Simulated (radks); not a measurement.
Results of a calculation; reference values are marked as such.
Species: Tc+. Configuration: [Kr] 4d5 5d1 (not the ground configuration).

Level of theory: Dirac Kohn-Sham, revPBE, spin-unpolarised, spherical densities, point nucleus; open shells are shared between the two j in proportion to 2j + 1 (a radial shooting solver on a logarithmic mesh with Libxc functionals).

Energy parts (eV):
total: -116623.628
kinetic: 121145.649
electron-nucleus: -281352.737
Hartree: 47077.272
exchange-correlation: -3493.811

Orbitals (lengths in bohr, moments of r in powers of bohr; <r^-3> diverges for s and p1/2):
| orbital | occ. | eigenvalue (eV) | <r^2> | <1/r> | <r^-3> | <r^4> |
|---|---|---|---|---|---|---|
| 1s1/2 | 2 | -20870.62 | 0.001586 | 44.72 | - | 6.518e-06 |
| 2s1/2 | 2 | -2986.562 | 0.02631 | 10.20 | - | 0.001195 |
| 2p1/2 | 2 | -2754.487 | 0.01983 | 10.18 | - | 0.0007910 |
| 2p3/2 | 4 | -2636.241 | 0.02119 | 9.668 | 2593 | 0.0008906 |
| 3s1/2 | 2 | -529.5775 | 0.1974 | 3.508 | - | 0.06027 |
| 3p1/2 | 2 | -440.4266 | 0.1948 | 3.408 | - | 0.06184 |
| 3p3/2 | 4 | -420.6532 | 0.2048 | 3.285 | 439.8 | 0.06818 |
| 3d3/2 | 4 | -263.1044 | 0.1892 | 3.102 | 64.95 | 0.06890 |
| 3d5/2 | 6 | -259.3037 | 0.1923 | 3.070 | 61.77 | 0.07111 |
| 4s1/2 | 2 | -84.5928 | 1.270 | 1.294 | - | 2.432 |
| 4p1/2 | 2 | -58.6120 | 1.519 | 1.174 | - | 3.638 |
| 4p3/2 | 4 | -55.6793 | 1.598 | 1.138 | 65.31 | 4.031 |
| 4d3/2 | 2 | -17.7551 | 3.120 | 0.8257 | 5.389 | 18.62 |
| 4d5/2 | 3 | -17.4490 | 3.183 | 0.8170 | 5.087 | 19.41 |
| 5d3/2 | 0.4 | -3.9947 | 43.59 | 0.1989 | 0.2962 | 2820 |
| 5d5/2 | 0.6 | -3.9779 | 43.93 | 0.1982 | 0.2853 | 2861 |

The highest occupied level is 5d5/2 at -3.978 eV. Summed over all electrons, <r^2> = 75.25 bohr^2, which gives a Langevin (diamagnetic) susceptibility term of -59.6 x 10^-6 cm^3/mol. The density falls to 0.001 e/bohr^3 at r = 3.96 bohr.
